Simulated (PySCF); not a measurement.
Record of a relaxation.

Species: C3H9As.
Bonds: C1–As2, As2–C3, As2–C4. Hydrogens: H5, H6, H7 on C1; H8, H9, H10 on C3; H11, H12, H13 on C4.

Method: PBE0-D3(BJ)/def2-SVP geometry optimisation, gas phase (PySCF); density fitting, grid level 1; the optimiser is geomeTRIC in internal coordinates, started from a GFN2-xTB structure with every atom displaced at random (about 0.01 Å). The frame can shift and turn from step to step; on so coarse a grid that alone can change the energy by a few meV, and forces under 0.02 eV/Å are noise.

Step 0: E = -64078.2868 eV, largest atomic force 2.541 eV/Å
```
atom  x, y, z in Å  |  force x, y, z in eV/Å
C1     -0.402    1.593    0.395   -0.664   0.393  -0.241
As2    -0.216   -0.217    1.098    0.238  -0.084   0.004
C3      1.574   -0.530    0.352    0.486   0.404   0.683
C4     -1.171   -1.121   -0.347   -2.284   0.187   1.097
H5     -0.166    1.649   -0.676    0.128  -0.066  -0.072
H6      0.218    2.315    0.931    0.322   0.043   0.204
H7     -1.442    1.951    0.511    0.086  -0.187   0.041
H8      1.648   -0.249   -0.698   -0.092   0.041  -0.400
H9      1.863   -1.573    0.479   -0.018  -0.418  -0.049
H10     2.329    0.060    0.912   -0.282  -0.069  -0.102
H11    -0.871   -0.789   -1.312    0.558   0.408  -1.224
H12    -1.059   -2.200   -0.270    0.141  -0.401   0.048
H13    -2.298   -0.906   -0.265    1.381  -0.251   0.012
```

Step 1: E = -64078.3538 eV, largest atomic force 0.453 eV/Å
```
atom  x, y, z in Å  |  force x, y, z in eV/Å
C1     -0.249    1.600    0.428    0.034  -0.044  -0.012
As2    -0.104   -0.255    1.071   -0.001  -0.008   0.018
C3      1.608   -0.694    0.211   -0.022   0.014  -0.084
C4     -1.371   -0.977   -0.258    0.358   0.264  -0.087
H5     -0.059    1.668   -0.655    0.006  -0.001   0.015
H6      0.460    2.246    0.961    0.082   0.017   0.033
H7     -1.261    1.972    0.636   -0.050   0.000   0.004
H8      1.621   -0.420   -0.855   -0.026  -0.018  -0.018
H9      1.817   -1.768    0.314   -0.038  -0.036  -0.012
H10     2.412   -0.149    0.724    0.016   0.039   0.038
H11    -1.090   -0.670   -1.286   -0.102  -0.118   0.234
H12    -1.460   -2.072   -0.200   -0.047   0.105   0.045
H13    -2.318   -0.493    0.020   -0.209  -0.212  -0.173
```

Step 2: E = -64078.3800 eV, largest atomic force 0.208 eV/Å
```
atom  x, y, z in Å  |  force x, y, z in eV/Å
C1     -0.231    1.617    0.440   -0.014   0.018   0.018
As2    -0.116   -0.238    1.082   -0.052  -0.004  -0.013
C3      1.581   -0.688    0.203    0.030  -0.024  -0.026
C4     -1.360   -0.982   -0.254    0.096   0.178   0.049
H5     -0.035    1.683   -0.642    0.000   0.002   0.002
H6      0.491    2.249    0.977    0.012  -0.018   0.000
H7     -1.241    2.004    0.646    0.010   0.009  -0.004
H8      1.579   -0.418   -0.865   -0.018  -0.003   0.004
H9      1.778   -1.765    0.304   -0.005  -0.003  -0.009
H10     2.396   -0.146    0.707   -0.005  -0.009  -0.007
H11    -1.067   -0.704   -1.279   -0.005  -0.017   0.015
H12    -1.422   -2.075   -0.173    0.004  -0.038   0.032
H13    -2.348   -0.552   -0.034   -0.053  -0.090  -0.062
```

Step 3: E = -64078.3866 eV, largest atomic force 0.053 eV/Å
```
atom  x, y, z in Å  |  force x, y, z in eV/Å
C1     -0.225    1.637    0.449    0.005  -0.001   0.001
As2    -0.128   -0.220    1.089   -0.008   0.019   0.001
C3      1.559   -0.691    0.196    0.009  -0.003   0.017
C4     -1.347   -0.982   -0.250   -0.049  -0.006   0.019
H5     -0.027    1.702   -0.632   -0.003   0.003  -0.004
H6      0.510    2.253    0.988    0.000  -0.006  -0.002
H7     -1.227    2.040    0.655    0.008   0.001   0.005
H8      1.543   -0.426   -0.872   -0.007   0.007   0.002
H9      1.742   -1.771    0.296   -0.006   0.003   0.001
H10     2.385   -0.158    0.688    0.009  -0.009  -0.009
H11    -1.040   -0.722   -1.274    0.013   0.009  -0.035
H12    -1.378   -2.077   -0.149    0.023  -0.014  -0.003
H13    -2.362   -0.598   -0.073    0.004  -0.002   0.006
```

Step 4: E = -64078.3871 eV, largest atomic force 0.024 eV/Å
```
atom  x, y, z in Å  |  force x, y, z in eV/Å
C1     -0.222    1.640    0.450    0.003  -0.005  -0.007
As2    -0.131   -0.216    1.089   -0.010   0.014   0.001
C3      1.555   -0.692    0.197    0.004  -0.003   0.011
C4     -1.347   -0.983   -0.251   -0.019  -0.015  -0.002
H5     -0.026    1.706   -0.632   -0.004   0.001  -0.001
H6      0.517    2.253    0.988    0.002  -0.003  -0.001
H7     -1.222    2.049    0.659    0.003   0.003   0.004
H8      1.537   -0.425   -0.871   -0.001   0.003   0.001
H9      1.733   -1.773    0.296   -0.003  -0.001  -0.001
H10     2.386   -0.163    0.686    0.002  -0.005  -0.003
H11    -1.040   -0.721   -1.275    0.001   0.007  -0.008
H12    -1.367   -2.078   -0.149    0.015   0.000  -0.005
H13    -2.367   -0.609   -0.076    0.006   0.003   0.010
```

Step 5: E = -64078.3876 eV, largest atomic force 0.029 eV/Å
```
atom  x, y, z in Å  |  force x, y, z in eV/Å
C1     -0.219    1.645    0.448    0.001  -0.004  -0.008
As2    -0.135   -0.211    1.090   -0.007   0.006   0.002
C3      1.550   -0.695    0.199   -0.003  -0.003   0.001
C4     -1.348   -0.983   -0.252    0.020  -0.012  -0.017
H5     -0.029    1.710   -0.634   -0.003  -0.001   0.001
H6      0.528    2.251    0.982    0.004   0.002  -0.002
H7     -1.214    2.061    0.664    0.000   0.003   0.003
H8      1.532   -0.426   -0.868    0.006  -0.001  -0.001
H9      1.719   -1.777    0.296    0.000  -0.003  -0.003
H10     2.386   -0.173    0.688   -0.003   0.000   0.005
H11    -1.045   -0.713   -1.276   -0.011   0.005   0.017
H12    -1.349   -2.079   -0.155   -0.002   0.007  -0.006
H13    -2.371   -0.622   -0.072    0.000   0.000   0.008
```

Step 6: E = -64078.3880 eV, largest atomic force 0.038 eV/Å
```
atom  x, y, z in Å  |  force x, y, z in eV/Å
C1     -0.215    1.647    0.446    0.002  -0.001  -0.005
As2    -0.138   -0.208    1.090   -0.004  -0.001   0.001
C3      1.547   -0.699    0.203   -0.006  -0.002  -0.005
C4     -1.349   -0.981   -0.253    0.035  -0.002  -0.015
H5     -0.033    1.710   -0.638   -0.002  -0.003   0.001
H6      0.540    2.248    0.974    0.003   0.003  -0.002
H7     -1.205    2.071    0.670   -0.002   0.001   0.001
H8      1.533   -0.426   -0.864    0.007  -0.003  -0.001
H9      1.707   -1.783    0.296    0.001  -0.003  -0.003
H10     2.386   -0.185    0.694   -0.006   0.003   0.009
H11    -1.054   -0.697   -1.276   -0.013   0.003   0.022
H12    -1.335   -2.078   -0.166   -0.011   0.008  -0.004
H13    -2.376   -0.634   -0.063   -0.005  -0.004   0.003
```

Step 7: E = -64078.3882 eV, largest atomic force 0.028 eV/Å
```
atom  x, y, z in Å  |  force x, y, z in eV/Å
C1     -0.211    1.649    0.442    0.002   0.003   0.000
As2    -0.141   -0.205    1.090    0.000  -0.005   0.000
C3      1.544   -0.704    0.207   -0.006  -0.002  -0.008
C4     -1.352   -0.977   -0.254    0.027   0.007  -0.004
H5     -0.039    1.708   -0.643    0.000  -0.003   0.001
H6      0.555    2.245    0.961    0.002   0.003  -0.002
H7     -1.195    2.081    0.675   -0.002   0.000  -0.001
H8      1.537   -0.426   -0.858    0.005  -0.002   0.000
H9      1.696   -1.790    0.295    0.002  -0.001  -0.001
H10     2.385   -0.199    0.705   -0.004   0.003   0.007
H11    -1.069   -0.675   -1.275   -0.009   0.001   0.013
H12    -1.323   -2.074   -0.182   -0.011   0.004  -0.002
H13    -2.381   -0.646   -0.051   -0.006  -0.005  -0.002
```

Step 8: E = -64078.3883 eV, largest atomic force under 0.02 eV/Å
```
atom  x, y, z in Å  |  force x, y, z in eV/Å
C1     -0.207    1.649    0.441    0.002   0.003   0.002
As2    -0.141   -0.206    1.090    0.001  -0.004  -0.001
C3      1.543   -0.707    0.209   -0.003  -0.001  -0.004
C4     -1.354   -0.973   -0.254    0.009   0.006   0.003
H5     -0.040    1.704   -0.646    0.001  -0.002   0.000
H6      0.562    2.243    0.955    0.000   0.001  -0.001
H7     -1.190    2.084    0.677    0.000  -0.001  -0.001
H8      1.542   -0.427   -0.856    0.001  -0.001   0.000
H9      1.692   -1.794    0.295    0.001   0.000   0.000
H10     2.383   -0.206    0.712   -0.002   0.001   0.003
H11    -1.077   -0.663   -1.274   -0.002   0.000   0.002
H12    -1.322   -2.071   -0.191   -0.005   0.001  -0.001
H13    -2.384   -0.648   -0.045   -0.003  -0.002  -0.002
```

**Question.** Summarise the path.

**Answer.** The energy falls by 9.79 kJ/mol from step 0 to step 8; nine tenths of that is first reached at step 2. It falls at every step. The largest force goes from 2.541 to under 0.02 eV/Å. Among the bonds C4–H13 changes most, from 1.150 to 1.100 Å; the atoms move by 0.026 Å rms after alignment.

The cost below is that of the whole optimisation. The run took 48 s on an Intel Xeon 6975P-C with one thread, shared host with 192 logical CPUs at a one-minute load of 106, and the process peaked at 0.50 GiB of memory.
